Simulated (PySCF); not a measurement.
**Structure and specific rotation at 589.3 nm (origin-invariant length gauge)**

The calculation used TDDFT B3LYP/aug-cc-pVDZ circular dichroism and optical rotation, one conformer, gas phase in PySCF 2.14.0. Geometry: GFN2-xTB.

Each molecule in one low-energy conformer. The parent is CS[C@@]1(F)C[C@H]1[SiH3].

The molecule is flexible and this is one conformer; a measurement averages over conformers.

Problem. How does the specific rotation at 589.3 nm (origin-invariant length gauge) change along this series?
- CS[C@@]1(F)C[C@H]1[SiH3] (base)
- CS[C@@]1(F)C[C@@H]1[SiH3] (diastereomer)

Solution. 
```csv
molecule,[α]589 (deg dm⁻¹ (g/mL)⁻¹),S1 (eV),"R(S1), velocity form (10⁻⁴⁰ esu² cm²)"
CS[C@@]1(F)C[C@H]1[SiH3],+75.3,5.29,+0.2
CS[C@@]1(F)C[C@@H]1[SiH3],+131.6,5.28,+9.0
```
The specific rotation at 589.3 nm (origin-invariant length gauge) is lowest for CS[C@@]1(F)C[C@H]1[SiH3] and highest for CS[C@@]1(F)C[C@@H]1[SiH3].
